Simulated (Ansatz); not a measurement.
Geometry optimisation, Ansatz 0.2.0, RKS PBE-D4/def2-SVP.

input.yaml

```yaml
crystal:
  periodic: [false, false, false]
  atoms:
    - { symbol: Ge, position_ang: [0.0, 0.0, 0.0] }
    - { symbol: H, position_ang: [0.0, 0.0, 1.55] }
    - { symbol: O, position_ang: [1.6691, 0.0, -0.5894] }
    - { symbol: H, position_ang: [1.9855, -0.9521, -0.7061] }
    - { symbol: Cl, position_ang: [-1.0456, 1.8115, -0.7393] }
    - { symbol: O, position_ang: [-0.8337, -1.4443, -0.5894] }
    - { symbol: H, position_ang: [-1.2883, -1.91, 0.183] }
basis:
  gaussian: { orbitals: def2-SVP }
hamiltonian:
  xc: pbe
  dispersion: d4
relax:
  f_tol: 0.02
  max_steps: 40
```

Launched with:

```bash
$ ansatz run input.yaml --threads 1 --pin off --max-ram 2048MiB --backend cpu --events-out ev --progress --plain --runs-dir out
```

Task: Where does it end, and by what steps?

Result: The forces met the threshold. After 16 steps the energy has fallen by 0.259 eV; H7 moved furthest, 0.82 Å.

| step | energy less start (eV) | largest force component (eV/Å) | accepted |
| --- | --- | --- | --- |
| 0 | 0.0000 | 1.347 | yes |
| 1 | -0.0979 | 0.846 | yes |
| 2 | -0.1244 | 0.620 | yes |
| 3 | -0.1451 | 0.405 | yes |
| 4 | -0.1609 | 0.230 | yes |
| 5 | -0.1793 | 0.244 | yes |
| 6 | -0.2155 | 0.315 | yes |
| 7 | -0.2379 | 0.237 | yes |
| 8 | -0.2436 | 0.321 | yes |
| 9 | -0.2458 | 0.444 | yes |
| 10 | -0.2132 | 0.594 | no |
| 11 | -0.2390 | 1.105 | no |
| 12 | -0.2533 | 0.165 | yes |
| 13 | -0.2576 | 0.111 | yes |
| 14 | -0.2586 | 0.051 | yes |
| 15 | -0.2588 | 0.028 | yes |
| 16 | -0.2589 | 0.002 | yes |

```xyz
7
Properties=species:S:1:pos:R:3
Ge 0.086 -0.116 0.270
H 0.172 0.268 1.756
O 1.762 -0.183 -0.318
H 1.804 -0.582 -1.208
Cl -1.093 1.355 -0.836
O -0.700 -1.690 -0.042
H -1.544 -1.548 -0.512
```

Whether the end is a true minimum wasn't checked by a vibrational analysis.

Time of the run: 39 s on 1 thread of Arm Neoverse V2, with other jobs on the host, peak memory 0.13 GiB.
